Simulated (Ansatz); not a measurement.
`NC#[C][SnH2][OH]`, relaxed with RKS PBE-D4/def2-SVP in Ansatz 0.2.0 from a rough embedded geometry. The force threshold is 0.03 eV/Å; the program also tests the step.

The species carries charge 0 and has multiplicity 1. Sn takes the def2 core potential.

Start:

```xyz
10

N    -2.070    0.193    1.983
C    -1.098    0.030    0.957
C    -0.263   -0.146    0.076
Sn    1.055   -0.505   -1.382
O     2.233    1.127   -1.650
H    -2.984    0.654    1.744
H    -1.821    0.023    2.978
H     2.104   -1.837   -0.963
H     0.240   -0.829   -2.956
H     2.603    1.290   -0.787
```

(1) How much energy does the relaxation release, and in how many steps? (Best estimate.)

(2) Which bonds change most? (Estimate.)

(3) Give the relaxed structure. (Estimate.)

Results:

(1) Ansatz gave: 9.00 kcal/mol, in 10 steps, 1 of them rejected.

(2) Ansatz gave: C3–Sn4 from 1.998 to 2.083 Å; N1–C2 from 1.423 to 1.341 Å; Sn4–H9 from 1.802 to 1.722 Å; N1–H6 from 1.051 to 1.024 Å.

(3) Ansatz gave: 
```xyz
10

N    -2.078    0.132    1.922
C    -1.145   -0.048    0.975
C    -0.309   -0.255    0.084
Sn    1.097   -0.599   -1.413
O     2.252    1.048   -1.595
H    -2.731    0.909    1.790
H    -1.787    0.006    2.895
H     2.092   -1.940   -0.964
H     0.358   -0.764   -2.959
H     2.251    1.512   -0.735
```
